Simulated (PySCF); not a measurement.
# How methods differ on the ionisation energy of Cl²⁺

Cl²⁺ [Ne] 3s2 3p3 (4S) → Cl³⁺ [Ne] 3s2 3p2 (3P), as a difference of total energies. Calculation: PySCF 2.14, in def2-TZVPPD (6s6p4d1f, 51 functions); no relativity, point nucleus. Correlated levels: valence: [Ne] frozen. The calculations carry no spin-orbit coupling.

```csv
method,ionisation energy (eV)
UHF,38.958
MP2 (valence),39.607
SCS-MP2 (valence),39.408
CCSD (valence),39.535
CCSD(T) (valence),39.570
```

A first-order spin-orbit estimate (lowest level to lowest level, LS coupling) adds -0.102 eV.

Errors of the correlated levels include the incompleteness of this basis and the frozen core.

Problem. Which method comes closest to the reference value, and which is furthest?

Solution. The reference is 39.8 ± 0.11 eV (semi-empirical (NIST evaluation); NIST Atomic Spectra Database, ionization energies). Closest: MP2 (valence) (error -0.296 eV); furthest: UHF (error -0.944 eV), both after the spin-orbit estimate.
